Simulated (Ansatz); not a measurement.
C$_{6}$H$_{17}$NSi (SMILES CC(C)N([SiH3])C(C)C), singlet, geometry from GFN2-xTB; R2SCAN/STO-3G in Ansatz (a first-principles code).

Input for Ansatz:
Ansatz 0.2 input:
```yaml
crystal:
  periodic: [false, false, false]
  atoms:
    - {symbol: Si, position_ang: [0.00964820, 2.16625247, -0.11292371]}
    - {symbol: N, position_ang: [0.03368939, 0.46048960, 0.10864243]}
    - {symbol: C, position_ang: [-1.24680180, -0.20758598, 0.29880046]}
    - {symbol: C, position_ang: [-1.61127327, -1.23758448, -0.77067950]}
    - {symbol: C, position_ang: [-1.40986252, -0.80166207, 1.70439986]}
    - {symbol: C, position_ang: [1.26802003, -0.25931968, -0.16572697]}
    - {symbol: C, position_ang: [1.42896375, -0.66552917, -1.63780508]}
    - {symbol: C, position_ang: [1.53443434, -1.45484154, 0.74769233]}
    - {symbol: H, position_ang: [1.35141536, 2.65930406, 0.19228445]}
    - {symbol: H, position_ang: [-0.97309284, 2.72043425, 0.82002850]}
    - {symbol: H, position_ang: [-0.35783668, 2.58710710, -1.47735882]}
    - {symbol: H, position_ang: [-1.99093873, 0.59327979, 0.21832880]}
    - {symbol: H, position_ang: [-0.99759884, -2.13088847, -0.69540584]}
    - {symbol: H, position_ang: [-2.65060839, -1.53269075, -0.63972578]}
    - {symbol: H, position_ang: [-1.49798871, -0.80844555, -1.76287201]}
    - {symbol: H, position_ang: [-0.89813748, -1.75257544, 1.81011435]}
    - {symbol: H, position_ang: [-2.46668405, -0.96249847, 1.90740423]}
    - {symbol: H, position_ang: [-1.01819018, -0.10606484, 2.44218608]}
    - {symbol: H, position_ang: [2.06120301, 0.47044616, 0.03842959]}
    - {symbol: H, position_ang: [0.82065373, -1.52822017, -1.89047204]}
    - {symbol: H, position_ang: [1.14652456, 0.16452664, -2.28061352]}
    - {symbol: H, position_ang: [2.46958356, -0.91581266, -1.83351432]}
    - {symbol: H, position_ang: [1.43041294, -1.16733728, 1.79012338]}
    - {symbol: H, position_ang: [2.55435047, -1.79890332, 0.58636856]}
    - {symbol: H, position_ang: [0.86514852, -2.28348513, 0.53504263]}
basis:
  gaussian:
    orbitals: STO-3G
hamiltonian:
  xc: r2scan
accuracy: high
```

It wrote (shortened):

```
Functional definition: r2SCAN
1514 factors; integrals over basis functions are off by at most 2.5e-9 eV
mean field evaluation 1: about -15673.8443 eV, gradient 2.3e1 eV
mean field evaluation 2: about -15673.7685 eV, gradient 2.4e1 eV
mean field evaluation 4: about -15675.3025 eV, gradient 5.5e-1 eV
mean field evaluation 8: about -15675.0727 eV, gradient 4.8e-2 eV
mean field evaluation 16: about -15675.0728 eV, gradient 6.9e-7 eV
mean field -15675.07275401 eV, -576.0482987640 hartree, gradient 3.0e-8 eV, S^2 0.000000; 0 other end points of the search recorded, 0 dependent functions left out
reference -15675.07275472 eV, -576.0482987900 hartree; 37, 37 occupied and 24, 24 virtual orbitals, 1514 factors
Total energy: -15675.07275472 eV, -576.0482987900 hartree
```
